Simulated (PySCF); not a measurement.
The isolated species `BCBBr` is ionised with synchrotron light (hν = 2900.0 eV). Calculated photoelectron kinetic energies of its computed core levels, recoil neglected:

| line | kinetic energy (eV) |
| --- | --- |
| 1 | 2702.88 |
| 2 | 2609.62 |

Method: PySCF, delta-SCF UKS SCAN, pcX-2 on the ionised atom, pcseg-1 elsewhere, spin-free X2C.

Question: Convert to binding energies and name the level and atom behind each line. Numbering: `[BH2:1][CH2:2][BH:3][Br:4]`.

Answer: Against the vacuum level, binding energy = hν − kinetic energy.

| line | binding energy (eV) | level | atoms | environment |
| --- | --- | --- | --- | --- |
| 1 | 197.12 | B 1s | B3 | three-coordinate boron |
| 2 | 290.38 | C 1s | C2 | sp3 carbon bound to boron |

Question: Where does line 1 move with hν = 1000.0 eV?

Answer: To 1000.0 − 197.12 = 802.88 eV; every photoline shifts by the change in photon energy, -1900.0 eV.

Question: Which effective nuclear charge Zeff reproduces each element's mean 1s value in the hydrogen-like formula E = 13.606 eV × Zeff²?

Answer: B (Z = 5): mean 197.1 eV, Zeff = 3.81, Z − Zeff = 1.19; C (Z = 6): mean 290.4 eV, Zeff = 4.62, Z − Zeff = 1.38. Means run over the listed sites, weighted by atom count.

Other core shells, valence and Auger electrons aren't listed. The list is incomplete; no value stands for B 1s of B1 (hole states with ⟨S²⟩ of 1 or more are left out). Spin contamination (⟨S²⟩ against 0.75 for a pure doublet) is marked for B 1s of B3 (0.85), which makes this value less certain. No level of bromine is listed. Geometry: PBE0-D3(BJ)/def2-SVP, one conformer, isolated molecule.

The values belong to the conformer `[BH2:1][CH2:2][BH:3][Br:4]`: B1–C2–B3–Br4 -112°.
